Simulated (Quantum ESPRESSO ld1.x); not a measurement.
Task: These are the eigenvalues of the occupied orbitals of an atom or ion with whole-number occupations (hartree). Calculated with ld1.x of Quantum ESPRESSO 7.5: scalar-relativistic Kohn-Sham, LDA (Slater exchange, Perdew-Zunger correlation), spin-polarised, spherical densities, point nucleus, Perdew-Zunger self-interaction correction.

| orbital | eigenvalue |
|---|---|
| 1s up | -333.806 |
| 1s down | -333.805 |
| 2s up | -42.1203 |
| 2s down | -42.0714 |
| 2p up | -37.1890 |
| 2p down | -37.1521 |
| 3s up | -6.35610 |
| 3s down | -6.26926 |
| 3p up | -4.78622 |
| 3p down | -4.70108 |
| 3d up | -2.25223 |
| 3d down | -2.16743 |

Which element is it, and in what charge state? The configuration may be excited. Open shells, if any, are filled with parallel spins first.

Result: Z = 29, copper, charge +3: Cu3+ in [Ar] 3d8. The list shows which subshells hold electrons but not how many an open one holds; the 1s level, -333.81 hartree, gives Z - s = 25.8 by -(Z - s)^2/2, which with screening and relativity narrows Z to a few neighbours, and the depths of the outer levels then fix element, charge and occupations together.
